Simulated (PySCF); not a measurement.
Electron correlation in P (phosphorus, neutral)

[Ne] 3s2 3p3, high-spin 4S determinant. Computed with PySCF 2.14 in dyall-av2z, with no relativity, point nucleus. Frozen: [Ne]; 5 electrons correlated; the 16 highest virtual orbitals of each spin left out.

```tsv
level	correlation energy (mhartree)
CCSD	-86.93
(T)	-1.65
CCSD(T)	-88.58
CCSDT	-88.96
```

Diagnostics: T1 = 0.0027, D1 = 0.0055, largest double amplitude 0.041.

Cost of the coupled-cluster step: of the order of 0.4 core-seconds, for 5 correlated electrons.
